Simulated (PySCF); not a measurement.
C6H5F2NO.
SMILES with atom numbers: `[F:1][CH:2]([F:3])[O:4][c:5]1[cH:6][cH:7][cH:8][cH:9][n:10]1` (hydrogens: H11 on C2; H12 on C6; H13 on C7; H14 on C8; H15 on C9)

Method used: TDDFT PBE0/def2-SVPD, vertical, gas phase, core orbitals frozen in the response (PySCF). Geometry: PBE0-D3(BJ)/def2-SVP, one conformer, isolated molecule. Torsions of this conformer, `[F:1][CH:2]([F:3])[O:4][c:5]1[cH:6][cH:7][cH:8][cH:9][n:10]1`: F1–C2–O4–C5 88°, C2–O4–C5–C6 -178°.

Computed states:

| state | E (eV) | f |
| --- | --- | --- |
| S1 | 5.25 | 0.044 |
| S2 | 5.35 | 0.026 |
| S3 | 5.85 | 0.0029 |
| S4 | 6.21 | 0.110 |
| S5 | 7.04 | 0.0030 |
| S6 | 7.30 | 0.585 |
| S7 | 7.44 | 0.251 |
| S8 | 7.71 | 0.0030 |
| S9 | 7.77 | 0.017 |
| S10 | 7.83 | 0.024 |

Broadening: Gaussians 0.4 eV wide at half height, area fixed by f = 4.319×10⁻⁹ ∫ε dν̃. The width is an assumption, not a result. The curve ends short of the highest state used, and states not computed would add to its high-energy end.

**Question.** What does the envelope look like, and where are its maxima?

**Answer.** 
```tsv
λ (nm)	ε (L mol⁻¹ cm⁻¹)
171.6	43760
173.3	31785
175.0	19921
176.8	10433
178.5	4955
180.2	2094
182.0	762
183.7	304
185.4	217
187.1	368
188.9	808
190.6	1564
192.3	2681
194.1	4163
195.8	5608
197.5	6775
199.2	7385
201.0	7276
202.7	6530
204.4	5382
206.1	4104
207.9	2859
209.6	1920
211.3	1248
213.1	799
214.8	573
216.5	501
218.2	562
220.0	765
221.7	1090
223.4	1538
225.2	2122
226.9	2733
228.6	3340
230.3	3873
232.1	4285
233.8	4480
235.5	4468
237.2	4256
239.0	3853
240.7	3359
242.4	2811
244.2	2232
245.9	1726
247.6	1288
249.3	929
251.1	633
252.8	427
254.5	279
256.3	172
258.0	106
259.7	64
261.4	37
263.2	20
264.9	11
266.6	6
```

Maxima: 235 nm (5.29 eV), ε about 4500, made up of S1 (64%) and S2 (36%); 200 nm (6.20 eV), ε about 7400, made up of S4 (100%) (ε in L mol⁻¹ cm⁻¹; maxima over ε = 5, shares over 10%). At its high-energy end, 7.23 eV, the curve is still rising (ε about 44000, from S6 and S7).

**Question.** What would ε be at 6.20 eV, the highest of these maxima, with half the width (0.2 eV)?

**Answer.** About 14800 L mol⁻¹ cm⁻¹ against 7440, a factor of about 1.99; a lone state at its own centre would give exactly 2.

**Question.** On this curve, what absorbance would a 10⁻³ mol/L sample give at 193 nm over a 1 cm path?

**Answer.** 193 nm is 6.424 eV, where ε is about 3200 L mol⁻¹ cm⁻¹, so A = ε c l ≈ 3.2 (Beer–Lambert, with the gas-phase spectrum and the assumed width).

**Question.** Coming from long wavelengths, where does ε first pass 100 L mol⁻¹ cm⁻¹?

**Answer.** At about 258 nm (4.80 eV), 0.45 eV below S1.

The vertical ionisation energy (ΔSCF) is 9.38 eV, 1.55 eV above S10.
